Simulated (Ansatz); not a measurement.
```yaml
crystal:
  periodic: [false, false, false]
  atoms:
    - {symbol: Si, position_ang: [0.218645, -0.665019, 1.763433]}
    - {symbol: Cl, position_ang: [0.460221, -1.399882, 3.712630]}
    - {symbol: C, position_ang: [-0.546620, -1.996671, 0.665565]}
    - {symbol: Si, position_ang: [-0.769144, -1.346750, -1.092948]}
    - {symbol: Cl, position_ang: [-1.618932, -2.835424, -2.301033]}
    - {symbol: C, position_ang: [0.914875, -0.844273, -1.782817]}
    - {symbol: Si, position_ang: [1.691014, 0.495897, -0.703132]}
    - {symbol: Cl, position_ang: [3.560055, 1.044214, -1.480175]}
    - {symbol: C, position_ang: [1.895485, -0.168469, 1.052162]}
    - {symbol: C, position_ang: [0.546389, 1.996809, -0.665372]}
    - {symbol: Si, position_ang: [-1.140546, 1.515921, 0.032619]}
    - {symbol: Cl, position_ang: [-2.401438, 3.191221, 0.068431]}
    - {symbol: C, position_ang: [-0.914619, 0.844843, 1.782701]}
    - {symbol: C, position_ang: [-1.895513, 0.167769, -1.052221]}
    - {symbol: H, position_ang: [0.105240, -2.896298, 0.654969]}
    - {symbol: H, position_ang: [-1.529958, -2.306696, 1.079457]}
    - {symbol: H, position_ang: [0.799211, -0.470112, -2.822528]}
    - {symbol: H, position_ang: [1.584587, -1.729817, -1.823528]}
    - {symbol: H, position_ang: [2.576301, -1.046442, 1.045286]}
    - {symbol: H, position_ang: [2.363233, 0.606616, 1.696210]}
    - {symbol: H, position_ang: [0.426933, 2.404973, -1.691771]}
    - {symbol: H, position_ang: [0.997077, 2.798462, -0.041992]}
    - {symbol: H, position_ang: [-0.480775, 1.632767, 2.434883]}
    - {symbol: H, position_ang: [-1.902048, 0.569063, 2.210815]}
    - {symbol: H, position_ang: [-2.894738, -0.116596, -0.658442]}
    - {symbol: H, position_ang: [-2.044945, 0.553887, -2.083212]}
basis:
  gaussian: {orbitals: def2-TZVP, initial_orbitals: start.molden}
hamiltonian: {xc: pbe0, dispersion: d4}
scf: {omitted_lower_state_checks: [starts]}
output: {orbitals: {seedname: orbitals}}
```

The file start.molden holds the orbitals of an earlier run on this structure, at another level or in another basis.

```sh
$ ansatz run in.yaml --threads 4 --pin off --events-out ev --progress --plain --max-ram 6963MiB
```

Problem. Does this run fit into the memory that it is given?

Solution. No. It has 554 basis functions, and Ansatz plans for 8 GiB where 7 GiB are given.
